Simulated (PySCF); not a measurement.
# Which enantiomer?

The calculation used TDDFT BHandHLYP/aug-cc-pVDZ circular dichroism and optical rotation, one conformer, gas phase (PySCF 2.14.0). Geometry: GFN2-xTB.

The calculation is non-relativistic, which matters for the atoms heavier than Zn.

Values for one enantiomer of C$_{3}$H$_{6}$F$_{2}$Ge, R in 10⁻⁴⁰ esu² cm² (velocity form):
| λ (nm) | f | R |
| --- | --- | --- |
| 193 | 0.006 | -8.7 |
| 176 | 0.033 | +30.7 |
| 173 | 0.036 | +35.8 |
| 170 | 0.056 | +6.7 |
| 165 | 0.033 | -71.8 |
| 163 | 0.056 | -20.8 |
| 157 | 0.021 | -8.4 |
| 155 | 0.018 | -11.9 |
| 153 | 0.006 | -1.8 |
| 149 | 0.176 | +30.3 |
| 146 | 0.042 | -30.2 |
| 143 | 0.055 | -25.4 |

[α] at 589.3 nm: -19 deg dm⁻¹ (g/mL)⁻¹ (origin-invariant length gauge).

Question: Which structure gives these signs?
A. F[C@@H]1C[CH2][Ge@@H]1[F]
B. F[C@H]1C[CH2][Ge@H]1[F]

Answer: B. Its CIP labels in SMILES order are R, R; the other enantiomer gives every sign reversed.

The signs above follow by mirror symmetry from the run on the other enantiomer. Geometry of F[C@@H]1C[CH2][Ge@@H]1[F] as run:
```xyz
12

F    -0.385    2.321    0.210
C    -0.513    1.066   -0.318
C    -0.822   -0.014    0.729
C    -0.035   -1.233    0.216
Ge    1.154    0.004   -0.845
F     2.526    0.473    0.158
H    -1.269    1.134   -1.104
H    -1.887   -0.201    0.855
H    -0.413    0.321    1.683
H    -0.642   -1.870   -0.424
H     0.402   -1.843    1.001
H     1.885   -0.159   -2.188
```
